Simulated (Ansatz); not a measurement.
Al8As7H22⁻, a nanocrystal cut from wurtzite AlAs (hydrogen-capped). Charge -1, multiplicity 3. Geometry PBE-D4/def2-SVP, that of the charge -1 singlet; atoms count from 1.

| atom | x (Å) | y (Å) | z (Å) |
| --- | --- | --- | --- |
| As1 | 2.146 | 3.023 | 2.174 |
| Al2 | 3.748 | 1.071 | 2.579 |
| Al3 | -0.014 | 2.782 | 0.896 |
| As4 | 0.576 | 1.331 | -1.039 |
| As5 | 2.064 | -0.672 | 1.982 |
| Al6 | 1.930 | -0.723 | -0.493 |
| Al7 | -1.527 | 0.934 | -2.309 |
| As8 | -0.848 | -0.631 | -4.166 |
| As9 | 0.508 | -2.576 | -1.324 |
| Al10 | 0.743 | -2.602 | -3.809 |
| As11 | -1.326 | 1.236 | 2.300 |
| Al12 | 0.020 | -0.566 | 3.454 |
| Al13 | -3.560 | 0.774 | 1.234 |
| As14 | -2.774 | -0.534 | -0.769 |
| Al15 | -1.882 | -2.893 | -0.587 |
| H16 | 2.909 | 4.224 | 1.614 |
| H17 | 1.749 | 3.673 | 3.499 |
| H18 | 4.886 | 1.263 | 1.455 |
| H19 | 4.145 | 1.084 | 4.138 |
| H20 | -0.625 | 4.212 | 0.509 |
| H21 | 1.451 | 2.193 | -1.947 |
| H22 | 2.756 | -1.996 | 2.313 |
| H23 | 3.363 | -0.647 | -1.210 |
| H24 | -2.229 | 2.254 | -2.887 |
| H25 | -0.391 | 0.204 | -5.363 |
| H26 | -2.164 | -1.108 | -4.779 |
| H27 | 1.264 | -3.821 | -0.859 |
| H28 | 2.168 | -2.048 | -4.317 |
| H29 | 0.082 | -3.891 | -4.510 |
| H30 | -1.687 | 2.181 | 3.449 |
| H31 | 0.497 | 0.072 | 4.857 |
| H32 | -0.763 | -1.963 | 3.415 |
| H33 | -4.167 | 2.174 | 0.711 |
| H34 | -4.445 | -0.165 | 2.193 |
| H35 | -4.059 | -0.718 | -1.579 |
| H36 | -1.931 | -3.398 | 0.933 |
| H37 | -2.614 | -3.730 | -1.757 |

Single mean-field runs in def2-TZVP are fitted with def2-universal-jkfit. The highest occupied level of the charge -1 triplet lies above zero (up to 0.14 eV). By energy differences its removal costs 0.86 eV (vertical, to the charge 0 doublet, at PBE0-D4/def2-TZVP); self-interaction error and the lack of diffuse functions both raise the level. At PBE0-D4/def2-TZVP a singlet of charge -1 lies 4.59 eV below the triplet at the same geometry.

(1) Estimate the Mulliken populations of the heavy atoms from the PBE0/def2-TZVP orbitals of Ansatz.

(2) Where does the spin sit?

(3) And the Mayer bond orders between bonded heavy atoms (over 0.3)?

## Answers

(1) 
| atom | charge (e) | spin (α − β) |
| --- | --- | --- |
| As1 | -0.18 | 0.05 |
| Al2 | 0.15 | 0.16 |
| Al3 | 0.26 | 0.06 |
| As4 | -0.28 | 0.20 |
| As5 | -0.18 | 0.24 |
| Al6 | 0.16 | 0.25 |
| Al7 | 0.26 | 0.06 |
| As8 | -0.18 | 0.05 |
| As9 | -0.18 | 0.24 |
| Al10 | 0.15 | 0.16 |
| As11 | -0.28 | 0.06 |
| Al12 | 0.18 | 0.02 |
| Al13 | 0.24 | 0.01 |
| As14 | -0.28 | 0.06 |
| Al15 | 0.18 | 0.02 |
Mulliken values and Mayer orders depend strongly on the basis.

(2) Summed by element: As 0.90, Al 0.73, H 0.37, of 2 unpaired in all. Largest on single atoms: Al6 0.25, As5 0.24, As9 0.24.

(3) As1–Al2 0.71 (2.56 Å); As1–Al3 0.72 (2.52 Å); Al2–As5 0.70 (2.50 Å); Al3–As4 0.75 (2.49 Å); Al3–As11 0.85 (2.47 Å); As4–Al6 0.87 (2.52 Å); As4–Al7 0.75 (2.49 Å); As5–Al6 0.73 (2.48 Å); As5–Al12 0.72 (2.52 Å); Al6–As9 0.73 (2.48 Å); Al7–As8 0.72 (2.52 Å); Al7–As14 0.85 (2.47 Å); As8–Al10 0.71 (2.56 Å); As9–Al10 0.70 (2.50 Å); As9–Al15 0.72 (2.52 Å); As11–Al12 0.75 (2.53 Å); As11–Al13 0.72 (2.52 Å); Al13–As14 0.72 (2.52 Å); As14–Al15 0.75 (2.53 Å).
